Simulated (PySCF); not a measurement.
A structure optimised at r2SCAN-D4/def2-SVP, used in a PySCF frequency run:

```
Sb
Cl 1 2.3772
Br 1 2.5273 2 98.46
Br 1 2.5273 2 98.46 3 100.45
```
Charge 0, spin multiplicity 1.

### Question
Write its SMILES, formula and point group.

### Answer
[Cl][Sb]([Br])[Br], Br₂ClSb, Cs

### Question
What are its rotational constants (standard atomic weights)?

### Answer
1.1942, 0.73662, 0.55120 GHz
